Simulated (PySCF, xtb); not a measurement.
CH₁₀O₂Si₃, SMILES [Si]([SiH3])([SiH3])(O)CO. The values are those of a single conformer.

Harmonic wavenumbers (cm⁻¹) from xtb with GFN2-xTB at its own minimum, in rising order: 25, 32, 52, 85, 90, 135, 172, 213, 282, 285, 370, 388, 416, 418, 443, 449, 526, 683, 730, 761, 774, 794, 804, 810, 814, 820, 838, 1050, 1117, 1269, 1332, 1477, 2165, 2195, 2216, 2237, 2239, 2249, 2877, 2981, 3561, 3679.

Task: What does PBE-D3(BJ)/def2-SVP run with PySCF 2.14.0 give at its own minimum? (Estimate from the structure and the level; the computed values follow.)

Result: 57, 76, 83, 88, 96, 123, 160, 211, 251, 289, 384, 398, 454, 483, 488, 507, 533, 673, 733, 789, 815, 842, 849, 895, 898, 900, 904, 1037, 1134, 1222, 1357, 1405, 2136, 2140, 2151, 2154, 2157, 2166, 2888, 3021, 3632, 3765. Paired by order, the mean absolute difference is 40 cm⁻¹ and the zero-point energies are 64.1 and 64.8 kcal/mol.
